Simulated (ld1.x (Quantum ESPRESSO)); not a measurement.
**osmium (Os), TM: configuration errors across variants**

osmium, norm-conserving Troullier–Martins (Kleinman–Bylander form), made with ld1.x (Quantum ESPRESSO) 7.5 (BLYP, scalar-relativistic). Core [Xe] 4f14, reference 5d6 6s1 6p1. Waves: 6s (bound): rc 2.10 bohr; 6p (bound): rc 3.10 bohr; 5d (bound): rc 1.35 bohr. Local part: the d channel. Core correction: a·sin(br)/r model core, default radius (core density twice the valence density).

All-electron excitation energies from the reference (eV): (1) 5d6 6s2 6p0 -5.023; (2) 5d6 6s1 6p0 4.508; (3) 5d6 6s0 6p0 21.493; (4) 5d5 6s0 6p0 50.258; (5) 5d6 6s1.5 6p0 -1.144; (6) 5d6.5 6s1.5 6p0 -4.936.

Tests that are not counted but printed errors over 1 eV. “base”: 5d6 6s0 6p1 (solver errors, printed error -3.0 eV). “all radii but the core radius scaled by about 0.88 (s 1.84, p 2.72, d 1.18 bohr)”: 5d6 6s0 6p1 (solver errors, printed error -3.0 eV). “all radii but the core radius scaled by about 1.09 (s 2.28, p 3.38, d 1.46 bohr)”: 5d6 6s0 6p1 (solver errors, printed error -2.1 eV). “all radii but the core radius scaled by about 1.19 (s 2.50, p 3.68, d 1.60 bohr)”: 5d6 6s0 6p1 (solver errors, printed error -2.3 eV). “all radii but the core radius scaled by about 1.25 (s 2.62, p 3.86, d 1.68 bohr)”: 5d6 6s0 6p1 (solver errors, printed error -2.5 eV).

A true bound ghost makes a file unfit for plane-wave use even where its test errors are small: the radial tests pick states by their node count and pass the ghost by. Where a test does run into it, the solver fails or the error is huge.

Errors AE − PS in meV (a dash: test not solved or not reliable):

```tsv
change	(1)	(2)	(3)	(4)	(5)	(6)	bound ghosts
base	-0.8	-5.3	-26	-55	-1.5	-16	s, p
all radii but the core radius scaled by about 0.74 (s 1.56, p 2.30, d 1.00 bohr)	-3.7	-4.2	-20	-98	-3.6	-9.8	p, s
all radii but the core radius scaled by about 0.81 (s 1.70, p 2.52, d 1.10 bohr)	-2.4	-5.1	-19	-86	-3.2	-15	s, p
all radii but the core radius scaled by about 0.88 (s 1.84, p 2.72, d 1.18 bohr)	+0.5	-5.4	-20	-69	-1.7	-16	s, p
all radii but the core radius scaled by about 1.09 (s 2.28, p 3.38, d 1.46 bohr)	-0.8	-5.3	-28	-55	-1.2	-14	s, p
all radii but the core radius scaled by about 1.19 (s 2.50, p 3.68, d 1.60 bohr)	+0.1	-5.4	-31	-62	-0.8	-11	s, p
all radii but the core radius scaled by about 1.25 (s 2.62, p 3.86, d 1.68 bohr)	+1.1	-5.8	-33	-74	-0.4	-9.3	s, p
all radii but the core radius scaled by about 1.30 (s 2.74, p 4.04, d 1.76 bohr)	+2.2	-6.5	-36	-91	-0.3	-7.5	s, p
all radii but the core radius scaled by about 1.38 (s 2.90, p 4.30, d 1.86 bohr)	+4.1	-7.9	-43	-122	0.0	-4.2	s, p
```

Task: Give the same row for: all radii but the core radius scaled by about 0.94 (s 1.98, p 2.92, d 1.28 bohr).

Result: -0.3, -5.4, -23, -59, -1.6, -16; bound ghosts: s, p. Not counted: 5d6 6s0 6p1 (solver errors, printed error -2.3 eV).
